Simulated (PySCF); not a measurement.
## Electron correlation in Ni(2+) (nickel, charge +2)

[Ar] 3d8, high-spin 3F determinant. All numbers are calculated (PySCF 2.14, scalar relativity by spin-free X2C-1e, in x2c-TZVPPall). Frozen: [Ar]; 8 electrons correlated.

| level | correlation energy (mhartree) |
| --- | --- |
| CCSD | -239.18 |
| (T) | -4.77 |
| CCSD(T) | -243.95 |

Diagnostics: T1 = 0.0067, D1 = 0.0098, largest double amplitude 0.019.

Cost of the coupled-cluster step: of the order of 11 core-seconds, for 8 correlated electrons.

Iterations:

```
CC2 = 0
CCSD nocc = (np.int64(5), np.int64(3)), nmo = (55, 55)
frozen orbitals [[0, 1, 2, 3, 4, 5, 6, 7, 8], [0, 1, 2, 3, 4, 5, 6, 7, 8]]
max_cycle = 100
direct = 0
conv_tol = 1e-08
conv_tol_normt = 1e-06
diis_space = 8
diis_start_cycle = 0
Init t2, MP2 energy = -0.249354698918508
Init E_corr(UCCSD) = -0.249354698919157
cycle = 1  E_corr(UCCSD) = -0.236043348615123  dE = 0.0133113503  norm(t1,t2) = 0.0364598
cycle = 2  E_corr(UCCSD) = -0.239334091091661  dE = -0.00329074248  norm(t1,t2) = 0.00977261
cycle = 3  E_corr(UCCSD) = -0.23898682857884  dE = 0.000347262513  norm(t1,t2) = 0.00426982
cycle = 4  E_corr(UCCSD) = -0.239156484270077  dE = -0.000169655691  norm(t1,t2) = 0.00172461
cycle = 5  E_corr(UCCSD) = -0.239191576337445  dE = -3.50920674e-05  norm(t1,t2) = 0.000392045
cycle = 6  E_corr(UCCSD) = -0.239183279560543  dE = 8.2967769e-06  norm(t1,t2) = 0.000132567
cycle = 7  E_corr(UCCSD) = -0.239182312492333  dE = 9.67068211e-07  norm(t1,t2) = 4.32617e-05
cycle = 8  E_corr(UCCSD) = -0.23918340925707  dE = -1.09676474e-06  norm(t1,t2) = 1.34119e-05
cycle = 9  E_corr(UCCSD) = -0.239183178254683  dE = 2.31002387e-07  norm(t1,t2) = 6.05485e-06
cycle = 10  E_corr(UCCSD) = -0.239183138216213  dE = 4.00384698e-08  norm(t1,t2) = 2.10853e-06
cycle = 11  E_corr(UCCSD) = -0.239183192061648  dE = -5.3845435e-08  norm(t1,t2) = 7.32378e-07
cycle = 12  E_corr(UCCSD) = -0.239183169922925  dE = 2.21387237e-08  norm(t1,t2) = 1.869e-07
cycle = 13  E_corr(UCCSD) = -0.239183171778759  dE = -1.85583382e-09  norm(t1,t2) = 5.61255e-08
UCCSD converged
E(UCCSD) = -1518.474479530401  E_corr = -0.2391831717787586
UCCSD(T) correction = -0.00476643013522953
```
